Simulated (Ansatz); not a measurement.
A single point on `CSC(F)[SeH]`.

```yaml
crystal:
  periodic: [false, false, false]
  atoms:
    - {symbol: C, position_ang: [-1.640637, -0.159312, 0.128722]}
    - {symbol: S, position_ang: [-0.312345, -1.242073, 0.667325]}
    - {symbol: C, position_ang: [1.072835, -0.131140, 0.364453]}
    - {symbol: F, position_ang: [2.133440, -0.576771, 1.098753]}
    - {symbol: Se, position_ang: [1.503632, -0.100425, -1.541748]}
    - {symbol: H, position_ang: [-1.690500, 0.739283, 0.746073]}
    - {symbol: H, position_ang: [-1.524075, 0.110140, -0.921444]}
    - {symbol: H, position_ang: [-2.565091, -0.723534, 0.252967]}
    - {symbol: H, position_ang: [0.826867, 0.882542, 0.686916]}
    - {symbol: H, position_ang: [2.278775, 1.150188, -1.478917]}
basis:
  gaussian: {orbitals: def2-TZVPP}
hamiltonian: {xc: pbe}
correlation: {method: rpa}
```

```sh
$ ansatz run in.yaml --threads 4 --pin off --events-out ev --progress --plain --max-ram 10444MiB
```

It prints (some lines left out):

```
Functional definition: PBE
1544 factors; integrals over basis functions are off by at most 1.1e-3 eV
mean field evaluation 1: about -81030.5239 eV, gradient 6.4e1 eV
mean field evaluation 2: about -81030.5153 eV, gradient 6.4e1 eV
mean field evaluation 4: about -81039.0059 eV, gradient 1.5e1 eV
mean field evaluation 8: about -81039.5629 eV, gradient 4.9e-1 eV
mean field evaluation 16: about -81039.5627 eV, gradient 3.4e-4 eV
mean field -81039.56270141 eV, -2978.1489986885 hartree, gradient 4.5e-6 eV, S^2 0.000000; 0 other end points of the search recorded, 0 dependent functions left out
17 core orbitals not correlated: weight in the atoms' cores, before any rotation towards them, 1.000 or more for the frozen orbitals, at most 0.000 for the correlated occupied ones
reference -80966.16071604 eV, -2975.4515254796 hartree; 21, 21 occupied and 215, 215 virtual orbitals, 1544 factors
Total energy: -81011.37897310 eV, -2977.1132657766 hartree
```

Run time 3.9 s (4 threads of an Intel Xeon 6975P-C on a shared host); peak host memory 0.63 GiB.
